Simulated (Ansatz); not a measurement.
Relaxation of CH$_{7}$FOSi (11 atoms, charge 0, multiplicity 1), to a largest force component of 0.03 eV/Å in at most 50 steps.

Computed with Ansatz, RKS PBE/def2-SVP.

```xyz
11
Properties=species:S:1:pos:R:3:forces:R:3
Si -0.451 0.032 -1.030 0.19 0.08 -0.11
O 0.822 1.546 1.322 0.14 -0.06 0.11
H -0.764 -0.655 -2.333 0.01 0.01 0.01
H -1.430 1.150 -0.815 0.04 -0.02 0.01
C -0.446 -1.221 0.363 0.01 0.00 -0.03
H 1.037 2.007 0.489 0.00 0.03 -0.07
F 1.058 0.711 -1.269 -0.27 -0.14 0.07
H 1.530 0.870 1.339 -0.11 0.11 0.01
H 0.412 -1.918 0.269 -0.02 0.00 0.00
H -1.378 -1.822 0.327 0.01 0.00 -0.01
H -0.392 -0.699 1.337 0.02 -0.01 0.02
```

Where does it end, and by what steps?

The run converged. After 16 steps the energy has fallen by 0.035 eV; H8 moved furthest, 0.58 Å.

```csv
step,energy less start (eV),largest force component (eV/Å),accepted
0,0.0000,0.275,yes
1,0.0104,1.016,no
2,-0.0071,0.340,yes
3,-0.0122,0.225,yes
4,-0.0153,0.103,yes
5,-0.0178,0.110,yes
6,-0.0208,0.122,yes
7,-0.0219,0.180,yes
8,-0.0170,0.872,no
9,-0.0270,0.172,yes
10,-0.0294,0.334,yes
11,-0.0311,0.328,yes
12,-0.0331,0.222,yes
13,-0.0343,0.147,yes
14,-0.0347,0.071,yes
15,-0.0348,0.057,yes
16,-0.0351,0.021,yes
```

```xyz
11
Properties=species:S:1:pos:R:3
Si -0.548 -0.022 -1.141
O 0.923 1.678 1.422
H -0.748 -0.721 -2.455
H -1.606 1.024 -0.947
C -0.447 -1.211 0.297
H 1.161 1.642 0.472
F 0.907 0.777 -1.271
H 1.638 1.156 1.832
H 0.315 -1.997 0.123
H -1.425 -1.703 0.474
H -0.170 -0.623 1.195
```

Whether the end is a true minimum wasn't checked by a vibrational analysis.

The run took 19 s on 2 threads of Intel(R) Xeon(R) 6975P-C (Granite Rapids) (shared host), peak memory 0.17 GiB.
